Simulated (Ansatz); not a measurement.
Cost and result for the atomization energy of C$_{2}$H$_{7}$BZn, SMILES `BC[CH2][ZnH]` (11 atoms, 10 bonds).

```csv
atom,x (Å),y (Å),z (Å)
B1,0.686,0.470,1.354
C2,0.186,-0.740,0.538
C3,-0.792,-0.502,-0.614
Zn4,-0.329,1.013,-1.766
H5,1.154,0.344,2.449
H6,0.697,1.569,0.858
H7,1.176,-1.059,0.139
H8,-0.106,-1.586,1.174
H9,-0.910,-1.404,-1.224
H10,-1.788,-0.296,-0.206
H11,0.027,2.193,-2.701
```

Total charge 0; spin multiplicity 1. For Zn the d shell is correlated and the shells below it are frozen. Scalar relativity is left out up to krypton. The geometry is a stationary point of PBE0-D4/def2-TZVP. It is one conformer, not always the lowest. Program: Ansatz. All runs use 4 threads of an AMD EPYC 7B13 on a shared host. Times are those of one run each, without the atoms' runs, and a repeat can differ threefold. Electronic energies, without spin–orbit coupling; frozen cores. CCSD(T)/CBS adds CCSD(T) − MP2 in def2-TZVPP to the MP2 limit, and its time is that of the two runs behind it. T1 = 0.014. With those shells the extrapolation isn't a true limit. B3LYP takes the VWN-RPA correlation (the form of Gaussian; ORCA's B3LYP/G).

CCSD(T)/CBS is a level of theory with its own doubt, some kJ/mol a heavy atom from the limit and from the frozen cores, so smaller differences don't rank the functionals.

```
                             level  functions  wall time
   PBE-D4/def2-TZVPP (with forces)        255      2.2 s
                PBE0-D4/def2-TZVPP        255      2.7 s
r2SCAN-D4/def2-TZVPP (with forces)        255      3.9 s
 B3LYP-D4/def2-TZVPP (with forces)        255      4.3 s
                 B2PLYP/def2-TZVPP        255      4.7 s
                ωB97X-V/def2-TZVPP        255        6 s
  ωB97M-V/def2-TZVPP (with forces)        255        9 s
                    MP2/def2-QZVPP        481       18 s
                CCSD(T)/def2-TZVPP        255      100 s
                 CCSD(T)/CBS(def2)          –      2 min
```

(1) What atomization energy does each give, and how far from CCSD(T)/CBS? (Estimate.)

Results:

(1) Computed: 
| level | atomization (kJ/mol) | difference from CCSD(T)/CBS | per bond |
| --- | --- | --- | --- |
| PBE-D4/def2-TZVPP (with forces) | 3673.4 | 59.2 | 5.9 |
| PBE0-D4/def2-TZVPP | 3648.9 | 34.7 | 3.5 |
| r2SCAN-D4/def2-TZVPP (with forces) | 3659.8 | 45.6 | 4.6 |
| B3LYP-D4/def2-TZVPP (with forces) | 3626.7 | 12.5 | 1.2 |
| B2PLYP/def2-TZVPP | 3592.5 | -21.7 | -2.2 |
| ωB97X-V/def2-TZVPP | 3647.1 | 32.9 | 3.3 |
| ωB97M-V/def2-TZVPP (with forces) | 3644.9 | 30.7 | 3.1 |
| MP2/def2-QZVPP | 3624.3 | 10.1 | 1.0 |
| CCSD(T)/def2-TZVPP | 3546.1 | -68.1 | -6.8 |
| CCSD(T)/CBS(def2) | 3614.2 | 0.0 | 0.0 |

The D4 term adds +31.0 kJ/mol with B3LYP and +16.2 kJ/mol with PBE0; it sums over pairs of atoms, weighted by their polarisabilities, and B3LYP, whose exchange is more repulsive, gets the larger term. From PBE to PBE0 (25 % exact exchange), in def2-TZVPP and without D4, the atomization energy moves by −21.5 kJ/mol: exact exchange takes away binding that semilocal exchange gives to molecules. In def2-TZVPP, CCSD(T) changes the Hartree–Fock value by +776.0 kJ/mol (the triples alone add +39.5 kJ/mol) and MP2 by +813.4 kJ/mol; breaking electron pairs costs correlation energy, which Hartree–Fock lacks.
